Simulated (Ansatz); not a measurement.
A made-up structure of InH2Se (charge -1), closed shell:

| atom | x (Å) | y (Å) | z (Å) |
| --- | --- | --- | --- |
| Se1 | -1.8819 | 0.6856 | -1.1707 |
| In2 | 0.0744 | -0.0271 | 0.0463 |
| H3 | 0.7165 | -1.6781 | 0.0732 |
| H4 | -2.9085 | 0.6590 | -2.2777 |

It is relaxed with PBE-D4/def2-SVPD and then PBE0-D4/def2-TZVPD (Ansatz 0.2.0). Atoms count as bonded within 1.22 times the sum of their covalent radii (H–H: 0.88 Å). The end point is not checked to be a true minimum.

Problem. Does its bonding change? (A judgement: the text doesn't fix the answer.)

Solution. The calculation gives: No: no bond forms or breaks.

Where it ends: The first stage lowers the energy by 1.07 eV in 11 steps. It ends as InH₂Se ([SeH][InH]), total charge -1:
```csv
atom,x (Å),y (Å),z (Å)
Se1,-1.9587,1.1359,-1.1639
In2,0.1682,0.1389,0.2895
H3,0.0417,-1.5517,-0.5256
H4,-2.2508,-0.0837,-1.9288
```

Labels in which every atom is bracketed show which atoms are joined, not bond orders.

For scale, one of the runs: PBE0-D4/def2-TZVPD relaxation, 131 basis functions, launched by `ansatz run in.yaml --threads 2 --pin off --events-out ev --progress --plain --max-ram 4352MiB`. The run took about 14 s on 2 CPU threads of an Arm Neoverse V2 (shared host).
